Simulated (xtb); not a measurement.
CH3CdF, SMILES [CH3][Cd][F]. All values are semi-empirical tight-binding results from xtb (GFN2-xTB unless named), good for trends rather than for accurate numbers. Coordinates come from a GFN2-xTB optimisation.

A frequency run showed that this geometry is not a minimum.

For metal compounds this method's bond lengths and energies can be far off.

```json
{
  "orbital_gap": "3.38 eV"
}
```
